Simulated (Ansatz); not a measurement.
pillar[5]arene methyl ether, `COc1cc2c(OC)cc1Cc1cc(OC)c(cc1OC)Cc1cc(OC)c(cc1OC)Cc1cc(OC)c(cc1OC)Cc1cc(OC)c(cc1OC)C2`. Charge 0, multiplicity 1. Geometry PBE-D4/def2-SVP, basis def2-SVP, Ansatz.

```xyz
105

C    -0.390   -3.496    4.979
O    -0.436   -3.905    3.630
C     0.614   -3.560    2.810
C     1.710   -2.781    3.230
C     2.742   -2.430    2.345
C     2.664   -2.882    1.007
O     3.691   -2.493    0.189
C     3.669   -2.915   -1.155
C     1.582   -3.676    0.592
C     0.552   -4.029    1.480
C    -0.638   -4.835    0.997
C    -1.676   -3.947    0.338
C    -2.600   -3.230    1.116
C    -3.535   -2.361    0.527
O    -4.436   -1.612    1.248
C    -4.443   -1.755    2.651
C    -3.581   -2.218   -0.878
C    -2.648   -2.925   -1.655
C    -1.692   -3.769   -1.064
O    -0.738   -4.456   -1.778
C    -0.743   -4.327   -3.183
C    -4.566   -1.269   -1.531
C    -3.928    0.075   -1.821
C    -3.818    1.046   -0.811
C    -3.179    2.275   -1.045
O    -3.027    3.255   -0.101
C    -3.540    3.021    1.190
C    -2.642    2.565   -2.321
C    -2.750    1.594   -3.329
C    -3.372    0.352   -3.089
O    -3.475   -0.644   -4.033
C    -2.974   -0.392   -5.327
C    -1.914    3.870   -2.546
C    -0.561    3.891   -1.855
C     0.367    2.861   -2.079
C     1.613    2.837   -1.429
O     2.559    1.868   -1.630
C     2.165    0.660   -2.242
C     1.938    3.841   -0.489
C     1.016    4.877   -0.276
C    -0.219    4.920   -0.950
O    -1.148    5.913   -0.771
C    -0.880    6.918    0.178
C     3.225    3.763    0.309
C     3.436    2.436    1.014
C     4.612    1.695    0.824
C     4.789    0.425    1.404
O     5.922   -0.332    1.244
C     6.943    0.160    0.409
C     3.757   -0.139    2.187
C     2.586    0.609    2.390
C     2.424    1.890    1.836
O     1.312    2.667    2.023
C     0.135    2.054    2.499
C     3.885   -1.537    2.768
H     0.498   -3.906    5.512
H    -1.307   -3.888    5.460
H    -0.378   -2.386    5.081
H     1.780   -2.425    4.268
H     4.571   -2.487   -1.632
H     3.702   -4.025   -1.248
H     2.765   -2.548   -1.694
H     1.501   -4.028   -0.446
H    -1.096   -5.359    1.857
H    -0.296   -5.595    0.270
H    -2.549   -3.358    2.205
H    -3.470   -1.460    3.107
H    -5.237   -1.085    3.034
H    -4.672   -2.799    2.964
H    -2.680   -2.776   -2.743
H    -1.699   -4.681   -3.632
H     0.084   -4.958   -3.562
H    -0.574   -3.275   -3.508
H    -5.433   -1.127   -0.860
H    -4.930   -1.710   -2.478
H    -4.233    0.800    0.176
H    -4.644    2.871    1.183
H    -3.071    2.132    1.672
H    -3.304    3.922    1.789
H    -2.329    1.828   -4.316
H    -3.173   -1.300   -5.927
H    -3.479    0.475   -5.811
H    -1.876   -0.198   -5.322
H    -2.515    4.715   -2.161
H    -1.780    4.027   -3.638
H     0.086    2.054   -2.770
H     3.026   -0.030   -2.155
H     1.919    0.791   -3.323
H     1.286    0.204   -1.732
H     1.270    5.642    0.471
H     0.035    7.502   -0.073
H    -1.751    7.600    0.172
H    -0.755    6.503    1.206
H     3.218    4.591    1.050
H     4.097    3.938   -0.356
H     5.383    2.121    0.167
H     7.362    1.125    0.777
H     7.747   -0.601    0.410
H     6.593    0.311   -0.639
H     1.781    0.156    2.985
H    -0.667    2.812    2.418
H    -0.146    1.166    1.886
H     0.222    1.735    3.565
H     3.911   -1.482    3.877
H     4.849   -1.966    2.435
```

```
run  HOMO (eV)  LUMO (eV)
  A      -4.45      -0.96
  B      -5.28      -0.28
  C      -4.06      -0.83
  D      -4.25      -1.04
```

Single mean-field runs in def2-SVP are fitted with def2-universal-jkfit.

Task: The runs used BLYP, PBE, PBE0, r2SCAN. Estimate which is which.

Result: A r2SCAN (0 % exact exchange); B PBE0 (25 % exact exchange); C BLYP (0 % exact exchange); D PBE (0 % exact exchange). Exact exchange lowers occupied and raises empty levels; among semilocal functionals meta-GGAs tend to open the gap a little, and such runs are hard to tell apart. The gap grows from 3.21 eV (PBE) to 5.01 eV (PBE0).
